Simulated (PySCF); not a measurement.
# Bi²⁺: excitation energy

Bi²⁺ [Xe] 4f14 5d10 6s2 6p1 (2P) → Bi²⁺ [Xe] 4f14 5d10 6s2 7s1 (2S), as a difference of total energies. All numbers are calculated (PySCF 2.14, a scalar-relativistic core potential, in aug-cc-pwCVDZ-PP with ECP60MDF (6s5p4d1f, 48 functions)). Correlated levels: valence: 5s2 5p6 5d10 frozen; valence and next inner shell: nothing frozen outside the core potential. The calculations carry no spin-orbit coupling.

```tsv
method	excitation energy (eV)
UHF	9.855
LDA	9.878
PBE	9.718
PBE0	9.867
r2SCAN	9.979
wB97X-V	9.979
wB97X	10.098
HSE06	9.878
MN15	10.064
MP2 (valence)	9.777
SCS-MP2 (valence)	9.794
MP2 (valence and next inner shell)	9.717
SCS-MP2 (valence and next inner shell)	9.700
```

Q: How much does correlation contribute at MP2 (valence and next inner shell)?

A: 9.717 − (9.855) = -0.138 eV, measured against UHF.

The promoted electron is Rydberg-like, and one or two diffuse shells describe it only roughly, which tends to raise the upper state.
